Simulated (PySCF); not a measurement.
Input of a response calculation (the driver script's job line, then coordinates in Å):

```
{"job": {"kind": "uv", "xc": "CAM-B3LYP", "basis": "def2-SVPD", "nstates": 8, "ntriplets": 3}, "charge": 0, "multiplicity": 1}
F      2.256677    -1.649413    -0.220747
C      1.786154    -0.399904    -0.045186
F      2.683273     0.421571    -0.622337
F      1.868454    -0.158203     1.278040
C      0.397912    -0.237138    -0.576681
C     -0.204173     1.160786    -0.313074
C     -1.546677     0.757933     0.336481
Si    -0.998055    -1.071387     0.458451
Cl    -2.065146    -2.447558    -0.533564
H      0.433309    -0.492373    -1.636302
H     -0.317523     1.751530    -1.219139
H      0.417592     1.721176     0.383101
H     -1.753852     1.288745     1.261301
H     -2.390319     0.931209    -0.329436
H     -0.572041    -1.568984     1.757180
```

Output:

```
coarse grid: 14576 points
cycle   1  E = -1204.3161283557  dE =  1.463e+00  |g| = 9.281e-01  |ddm| = 5.867e+00
cycle   2  E = -1204.2752329959  dE =  4.090e-02  |g| = 1.131e+00  |ddm| = 2.270e+00
cycle   3  E = -1204.4826673004  dE = -2.074e-01  |g| = 7.122e-02  |ddm| = 1.148e+00
cycle   4  E = -1204.4835568230  dE = -8.895e-04  |g| = 3.229e-02  |ddm| = 1.526e-01
cycle   5  E = -1204.4837914165  dE = -2.346e-04  |g| = 5.810e-03  |ddm| = 5.489e-02
cycle   6  E = -1204.4837997481  dE = -8.332e-06  |g| = 1.866e-03  |ddm| = 1.388e-02
final grid: 135552 points
cycle   7  E = -1204.6347063769  dE = -3.673e-05  |g| = 6.445e-03  |ddm| = 8.098e-02
cycle   8  E = -1204.6347039428  dE =  2.434e-06  |g| = 7.517e-03  |ddm| = 1.863e-02
cycle   9  E = -1204.6347153279  dE = -1.139e-05  |g| = 3.717e-04  |ddm| = 8.567e-03
cycle  10  E = -1204.6347153484  dE = -2.053e-08  |g| = 2.092e-04  |ddm| = 8.097e-04
cycle  11  E = -1204.6347153574  dE = -8.969e-09  |g| = 3.056e-05  |ddm| = 3.238e-04
cycle  12  E = -1204.6347153576  dE = -2.133e-10  |g| = 8.933e-06  |ddm| = 6.947e-05
converged SCF energy = -1204.6347153576

Static polarisability (au): isotropic 83.941, principal 74.113 82.125 95.584

Singlet excitations
state   eV       nm        f      main configurations
  1   7.3720    168.2   0.03461   H->L 0.57, H->L+1 0.15, H-1->L 0.15
  2   7.4925    165.5   0.00228   H-1->L 0.66, H->L+1 0.13
  3   7.6947    161.1   0.01099   H-1->L+1 0.40, H->L+1 0.30, H->L 0.10
  4   7.8206    158.5   0.09433   H-1->L+1 0.37, H->L+1 0.27, H->L 0.18
  5   8.2245    150.7   0.03780   H->L+2 0.62
  6   8.3698    148.1   0.01550   H-1->L+2 0.26, H->L+3 0.24, H->L+2 0.17
  7   8.4513    146.7   0.00020   H-1->L+2 0.41, H->L+3 0.23
  8   8.6037    144.1   0.05098   H->L+4 0.51, H->L+3 0.32

Triplet excitations (Tamm-Dancoff, eV): 6.7170 7.1124 7.1678
```

Method used: PySCF 2.14.0, density-fitted response routines, TDDFT CAM-B3LYP/def2-SVPD, vertical, gas phase, core orbitals frozen in the response. Geometry: GFN2-xTB, one conformer, isolated molecule.

Problem. What is the polarisability anisotropy, √(½[(α1 − α2)² + (α2 − α3)² + (α3 − α1)²])?

Solution. 18.79 au.

Problem. What is the total energy of state 8 at this geometry?

Solution. -1204.63472 + 0.31618 = -1204.31854 hartree.

Problem. What transition dipole goes with state 4?

Solution. |μ|² = 3f / (2ΔE) = 3 × 0.0943 / (2 × 0.2874) = 0.492 au, so |μ| = 1.78 D.

Problem. What is the gap between the lowest singlet and the lowest triplet?

Solution. 7.3720 − 6.7170 = 0.6550 eV (full response against Tamm–Dancoff).

Problem. How much of the mean polarisability do the listed states account for?

Solution. The sum over states Σ f/ΔE² (ΔE in hartree) gives 2.87 au, 3% of the total; the rest comes from higher roots of the same response equations.

Problem. Write the structure that the coordinates describe.

Solution. `FC(F)(F)[C@@H]1CC[Si@H]1Cl` (C4H6ClF3Si), point group C1.

The SCF starts on a coarse grid; the energy jumps when the final grid takes over, and dE counts afresh there. H and L stand for HOMO and LUMO.

Conformer computed: `[F:1][C:2]([F:3])([F:4])[C@@H:5]1[CH2:6][CH2:7][Si@H:8]1[Cl:9]`: F1–C2–C5–C6 176°.

Without π bonds the low states are Rydberg-like; a valence basis with one diffuse set may place them up to an eV too high.
